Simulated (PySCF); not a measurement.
C3H6O2Si, SMILES O[SiH2][C@@H]1C=CO1.

Coordinates come from a B3LYP-D3(BJ)/def2-SVP optimisation. The structure was generated by enumeration; whether it is a known compound was not checked. Other conformers were not sampled.

Level of theory: TDA-CAM-B3LYP/def2-SVPD (PySCF).

Vertical excitations. 

Estimate the UV-visible absorptions. (An estimate is asked for; the answer gives what the named calculation found.)


```
state  energy (eV)  λ (nm)      f                                                              main pairs
-----  -----------  ------  -----  ----------------------------------------------------------------------
S1            6.06     204  0.027                                                          HOMO→LUMO 75 %
S2            6.68     186  0.051                    HOMO→LUMO+1 51 %, HOMO→LUMO+2 24 %, HOMO→LUMO+3 17 %
S3            6.86     181  0.094                                      HOMO→LUMO+2 60 %, HOMO→LUMO+1 22 %
S4            7.12     174  0.010   HOMO→LUMO+3 42 %, HOMO→LUMO+4 15 %, HOMO−1→LUMO 11 %, HOMO→LUMO+1 9 %
S5            7.22     172  0.005                                                        HOMO−1→LUMO 72 %
S6            7.36     168  0.020     HOMO→LUMO+4 41 %, HOMO→LUMO+5 26 %, HOMO→LUMO+6 11 %, HOMO→LUMO 7 %
S7            7.73     160  0.099                                                      HOMO−1→LUMO+1 63 %
S8            7.80     159  0.014  HOMO→LUMO+6 29 %, HOMO→LUMO+4 20 %, HOMO→LUMO+3 13 %, HOMO→LUMO+8 13 %
S9            7.90     157  0.012                                                        HOMO−2→LUMO 76 %
S10           7.96     156  0.016                    HOMO→LUMO+7 43 %, HOMO→LUMO+6 20 %, HOMO→LUMO+5 12 %
T1            3.99     311      0                                      HOMO→LUMO+1 68 %, HOMO→LUMO+2 12 %
T2            5.82     213      0                      HOMO→LUMO 60 %, HOMO→LUMO+3 12 %, HOMO→LUMO+5 10 %
T3            6.62     187      0                    HOMO→LUMO+2 54 %, HOMO→LUMO+3 15 %, HOMO−1→LUMO 14 %
T4            6.69     185      0                  HOMO−1→LUMO 57 %, HOMO→LUMO+2 13 %, HOMO−1→LUMO+1 11 %
```
Triplets are in the Tamm–Dancoff approximation.
